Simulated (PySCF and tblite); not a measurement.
Results of a calculation; reference values are marked as such.
System: C₂H₆BCl₂N, numbered as in [CH3:1][N:2]([CH3:3])[B:4]([Cl:5])[Cl:6].

For the rotation about the B4–N2 bond (torsion Cl5–B4–N2–C1 from -180° to 0°, rising): electronic barrier 23.84 kcal/mol, zero-point change -1.10 kcal/mol, thermal and entropy terms at 400 K a further 0.38 kcal/mol (symmetry numbers apart). The minimum is C2v, the saddle Cs. Geometries: GFN2-xTB; energies: BP86/pcSseg-1 + D3(BJ); zero-point and thermal terms from GFN2-xTB harmonic modes (soft modes blended into free rotors). Rates follow Eyring's equation with the number of equivalent paths and no tunnelling. Run with tblite and PySCF.

Problem. How many equivalent paths lead out of the minimum?

Solution. 4: the symmetry number of the minimum is 2, that of the saddle displaced along its mode 1, and the displaced saddle is chiral while the minimum is not, which doubles the count.

Problem. Work out the rate at 400 K.

Solution. ΔG‡ = 23.12 kcal/mol; k_B T/h = 8.3×10¹² s⁻¹; exp(−ΔG‡/RT) = 2.3×10⁻¹³; times 4 gives k = 7.8 s⁻¹. Wigner's tunnelling factor for the 123i cm⁻¹ mode would be 1.01.
